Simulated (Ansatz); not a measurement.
Basis-set extrapolation for CH8BNSi2 (PBE0-D4/def2-TZVP geometry, frozen core, Ansatz). Multiplicity 1, RHF reference.

```tsv
	def2-TZVPP	def2-QZVPP
HF	-699.540549	-699.563715
MP2 correlation	-0.731009	-0.779139
CCSD(T) correlation	-0.823599	not run
```

Energies in hartree. Use E(X) = E(∞) + A·exp(−7.88·√X) for Hartree–Fock and E(X) = E(∞) + B·X^(−2.97) for correlation, with X = 3 and 4, and add CCSD(T) minus MP2 of the smaller set to the MP2 limit.

Task: What is the CCSD(T) energy at the basis-set limit?

Result: HF limit: -699.563715 + (-0.023166) × 0.13774 = -699.56691. MP2 limit: -0.779139 + (-0.048130) × 0.74074 = -0.81479. Higher-order term: -0.823599 − (-0.731009) = -0.09259. Total: -700.47429 hartree, 69.1 kcal/mol below CCSD(T)/def2-TZVPP.
